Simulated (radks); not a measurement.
Values are calculated unless marked as measured or tabulated.
Ionisation ladder of mercury, from Hg to Hg5+. Each ion is in the ground configuration listed by NIST, and IE = E(next ion) - E(this ion). Level of theory: Dirac Kohn-Sham, PBEsol, spin-unpolarised, spherical densities, finite nucleus; open shells fill j = l - 1/2 first; Fermi nuclear charge, rms radius 5.4648 fm (a radial shooting solver on a logarithmic mesh with Libxc functionals).

| species | configuration | E (hartree) | IE, Delta-SCF (eV) | -e(HOMO) (eV) | HOMO | IE, NIST (eV) | kind | error (eV) |
|---|---|---|---|---|---|---|---|---|
| Hg | [Hg] | -19651.9734 | 10.746 | 6.873 | 6s1/2 | 10.438 | exp. | +0.309 |
| Hg+ | [Xe] 4f14 5d10 6s1 | -19651.5784 | 19.004 | 14.759 | 6s1/2 | 18.757 | exp. | +0.247 |
| Hg2+ | [Xe] 4f14 5d10 | -19650.8801 | 34.730 | 28.050 | 5d5/2 | 34.49 | exp. | +0.240 |
| Hg3+ | [Xe] 4f14 5d9 | -19649.6037 | 48.818 | 41.600 | 5d5/2 | 48.6 | exp. | +0.268 |
| Hg4+ | [Xe] 4f14 5d8 | -19647.8097 | 63.875 | 56.196 | 5d5/2 | 61.2 | exp. | +2.675 |
| Hg5+ | [Xe] 4f14 5d7 | -19645.4624 | 79.780 | 71.694 | 5d5/2 | 76.6 | exp. | +3.180 |

Reference values: NIST Atomic Spectra Database (measured). Errors are taken from the NIST values before rounding. The ionisation energy per charge of the ion left behind rises most, in proportion, at Hg2+ ([Xe] 4f14 5d10), from 9.502 to 11.577 eV. Against the entries that are not theoretical the mean signed error is +2.3 % and the largest +4.4 %. Spin polarisation and multiplet splitting are left out, so open shells lie too high by an amount that depends on their filling.

Beside tabulated values, note that spin-unpolarised runs miss the spin-polarisation part of the exchange energy of open shells.
